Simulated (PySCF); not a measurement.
Computed shifts of a molecule C2H7NOSi2, PBE0/pcSseg-1 in PySCF, GIAO, gas phase, atoms alike by connectivity averaged where their shifts nearly agree, in ppm (number of nuclei): ¹³C: 117.6 (1), -11.3 (1). ²⁹Si: 13.4 (1), -75.4 (1). ¹⁵N: 187.2 (1). ¹H: 5.76 (1), 5.51 (1), 4.68 (1), 4.40 (1), 0.51 (3). References: ¹³C against TMS (σ = 186.3 ppm); ²⁹Si against TMS (σ = 352.7 ppm); ¹⁷O against H2O (σ = 334.2 ppm); ¹⁵N against NH3 (σ = 267.4 ppm); ¹H against TMS (σ = 31.56 ppm), references at their B3LYP-D3(BJ)/def2-TZVP geometries, non-relativistic. The structure is a stationary point at PBE0-D3(BJ)/def2-SVP. The values are those of a single conformer.

Task: Identify the compound among the candidates.
A) O=C([SiH3])/N=C/[SiH3]
B) N[Si@H]1OC=C1[SiH3]
C) C[SiH2][SiH2]OC#N
D) C[Si@H]1N=CO[SiH2]1

Result: C, C[SiH2][SiH2]OC#N
